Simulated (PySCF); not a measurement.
**Xenon: a sound run and one with changed settings**

Sound run: Xe²⁺ [Kr] 4d10 5s2 5p4, Xe³⁺ [Kr] 4d10 5s2 5p3. Calculation: PySCF 2.14, in def2-SVP with the def2 core potential (28 electrons) (6s5p3d2f, 50 functions); a scalar-relativistic core potential. In the sound run the correlated levels freeze 4s2 4p6 4d10 outside the core potential. The sound run starts from symmetry-adapted Hartree-Fock orbitals and uses a fine grid where one is needed.

Changed run: a valence shell is frozen. This setting is unsound on purpose.

```tsv
species	method	sound run (hartree)	changed run (hartree)	converged
Xe²⁺	MP2	-327.22949	-327.18092	yes
Xe²⁺	CCSD(T)	-327.24993	-327.18901	yes
Xe³⁺	MP2	-326.12738	-326.07445	yes
Xe³⁺	CCSD(T)	-326.14227	-326.07845	yes
```

Ionisation energy of Xe²⁺:

| method | sound run (eV) | changed run (eV) |
| --- | --- | --- |
| UHF | 29.383 | 29.383 |
| MP2 | 29.990 | 30.109 |
| SCS-MP2 | 30.053 | 30.257 |
| CCSD | 30.122 | 30.201 |
| CCSD(T) | 30.141 | 30.220 |

Freezing a valence shell removes pair correlation that changes on ionisation.

For comparison, NIST gives 31.05 ± 0.04 eV between the lowest levels.
